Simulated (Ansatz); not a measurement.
Basis sets compared for the cluster Al₂Sb₂⁺ (the lowest doublet isomer of a short search). Charge 1, multiplicity 2. Geometry PBE-D4/def2-SVP. Ansatz on 4 threads of Arm Neoverse V2 on a shared host; times are rough, and most runs start from earlier orbitals.

Cartesian coordinates in Å:
```
Al -1.1760 0.7482 -1.7288
Al 0.7360 -0.9386 -0.9951
Sb 1.1931 -0.7848 1.6306
Sb -0.7531 0.9751 1.0932
```

In the def2 sets Sb takes a core potential; there is no spin–orbit coupling. The structure comes from a short search, and lower isomers may exist.

```tsv
level	functions	energy (Eh)	HOMO (eV)	LUMO (eV)	wall time
PBE-D4/def2-SVP	88	-964.7357	-9.31	-8.53	1.8 s
PBE0-D4/def2-SVP	88	-964.7874	-10.18	-7.93	3.6 s
```

Question: Estimate the rows for PBE-D4/def2-TZVP, PBE0-D4/def2-TZVP (with forces).

Answer: 
```
                          level  functions  energy (Eh)  HOMO (eV)  LUMO (eV)  wall time
               PBE-D4/def2-TZVP        174    -964.9240      -9.23      -8.48        4 s
PBE0-D4/def2-TZVP (with forces)        174    -964.9731     -10.09      -7.87       14 s
```
